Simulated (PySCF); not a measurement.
Isomers of C3H4N2S2, one GFN2-xTB conformer each. Single-point energies are computed at PBE0/pcSseg-1 (PySCF, gas phase, no added dispersion term), electronic only.

```tsv
SMILES	GFN2-xTB relative energy (kJ/mol)
CSc1csnn1	81.6
CSc1nncs1	55.5
CSc1ncns1	0.0
```

Conformers: `[CH3:1][S:2][c:3]1[cH:4][s:5][n:6][n:7]1` with C1–S2–C3–C4 180°; `[CH3:1][S:2][c:3]1[n:4][n:5][cH:6][s:7]1` with C1–S2–C3–N4 0°; `[CH3:1][S:2][c:3]1[n:4][cH:5][n:6][s:7]1` with C1–S2–C3–N4 0°.

**Question.** What does PBE0/pcSseg-1 give for the same structures?

**Answer.** 
```json
{"SMILES": "CSc1ncns1", "PBE0/pcSseg-1 E (Eh)": "-1021.99907", "PBE0/pcSseg-1 (kJ/mol)": "0.0", "GFN2-xTB (kJ/mol)": "0.0", "point group": "Cs"}
{"SMILES": "CSc1nncs1", "PBE0/pcSseg-1 E (Eh)": "-1021.97442", "PBE0/pcSseg-1 (kJ/mol)": "64.7", "GFN2-xTB (kJ/mol)": "55.5", "point group": "Cs"}
{"SMILES": "CSc1csnn1", "PBE0/pcSseg-1 E (Eh)": "-1021.96075", "PBE0/pcSseg-1 (kJ/mol)": "100.6", "GFN2-xTB (kJ/mol)": "81.6", "point group": "Cs"}
```

Both levels put the same isomer lowest; measured from each level's own lowest isomer, the values differ by up to 19.0 kJ/mol (CSc1csnn1: 81.6 against 100.6). As drawn, the highest has an N–N linkage, which the lowest lacks.

**Question.** Which frontier levels, dipoles and rotational constants go with these structures?

**Answer.** 
```
   SMILES  HOMO (eV, PBE0/pcSseg-1)  LUMO (eV)  dipole (D)      A, B, C (MHz)
CSc1ncns1                     -6.90      -1.24        2.44   4402, 1384, 1060
CSc1nncs1                     -6.88      -1.19        1.57   4184, 1410, 1062
CSc1csnn1                     -6.57      -1.66        1.82  5549, 1174, 974.9
```
